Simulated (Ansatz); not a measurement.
CH₄O₂Si, SMILES `O=CO[SiH3]`, relaxed with RKS PBE-D4/def2-SVP in Ansatz from a rough embedded geometry. The force threshold is 0.03 eV/Å; the program also tests the step.

The species carries charge 0 and has multiplicity 1.

Start:

```xyz
8

O     0.043    1.962    0.592
C     0.276    1.384   -0.493
O     0.236    0.038   -0.792
Si   -0.176   -1.019    0.275
H     0.619    1.937   -1.394
H    -0.138   -2.410   -0.358
H     0.736   -1.058    1.455
H    -1.596   -0.833    0.714
```

```json
{"step": "1", "energy (eV)": "-13057.9053", "largest force (eV/Å)": "6.437", "largest move (Å)": "0.000"}
{"step": "2", "energy (eV)": "-13058.3384", "largest force (eV/Å)": "3.290", "largest move (Å)": "0.073"}
{"step": "3", "energy (eV)": "-13058.4596", "largest force (eV/Å)": "1.385", "largest move (Å)": "0.128"}
{"step": "4", "energy (eV)": "-13058.4907", "largest force (eV/Å)": "0.772", "largest move (Å)": "0.168"}
{"step": "5", "energy (eV)": "-13058.5687", "largest force (eV/Å)": "0.603", "largest move (Å)": "0.200"}
{"step": "6", "energy (eV)": "-13058.5748", "largest force (eV/Å)": "0.138", "largest move (Å)": "0.036"}
{"step": "7", "energy (eV)": "-13058.5754", "largest force (eV/Å)": "0.058", "largest move (Å)": "0.007"}
{"step": "8", "energy (eV)": "-13058.5755", "largest force (eV/Å)": "0.022", "largest move (Å)": "0.007"}
```

End:

```xyz
8

O     0.008    1.775    0.577
C     0.301    1.368   -0.528
O     0.273    0.074   -0.892
Si   -0.214   -1.060    0.340
H     0.632    2.015   -1.380
H    -0.123   -2.369   -0.378
H     0.743   -1.017    1.491
H    -1.621   -0.787    0.772
```

Hardware: 4 threads of a server CPU on a shared host. Wall time 6.5 s, peak host memory 0.14 GiB.
